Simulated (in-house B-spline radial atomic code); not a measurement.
The calcium ion Ca²⁺ is squeezed into an impenetrable sphere of radius R (the orbitals vanish at R). No spin polarisation. All numbers are computed (non-relativistic LDA VWN5, spherical fractional occupations; point nucleus) with an all-electron radial atomic-structure program (B-spline basis), not measured.

Energies in eV above the free ion in [Ne] 3s2 3p6:

```tsv
R (bohr)	highest level (eV)	[Ne] 3s2 3p6	[Ne] 3s1 3p6 3d1	[Ne] 3s2 3p5 3d1	-dE/dV in [Ne] 3s2 3p6 (GPa)
8.11	-43.1	0	45.69	27.07	2.01e-06
6.63	-43.1	5.826e-05	45.69	27.08	0.000369
5.23	-43.1	0.005097	45.76	27.15	0.0504
4.37	-43	0.07373	46.03	27.43	1.02
3.49	-42.3	1.044	47.78	29.14	21.8
2.96	-40.3	4.934	52.91	34.08	141
2.65	-37.5	12.11	61.36	42.21	429
2.36	-32.4	27.99	78.95	59.23	1250
2	-19.1	79.54	133.2	112.2	5000
1.54	27.6	314.6	368.1	345	35300
```

**Question.** Does [Ne] 3s1 3p6 3d1 fall below [Ne] 3s2 3p6 under compression?

**Answer.** No, it stays above over the whole range.

**Question.** Does [Ne] 3s2 3p5 3d1 fall below [Ne] 3s2 3p6 under compression?

**Answer.** No, it stays above over the whole range.

The highest level is first positive in the row R = 1.54 bohr, pushed up by confinement above the zero of the free ion's potential. Each configuration is held fixed and needn't be the lowest in the sphere.
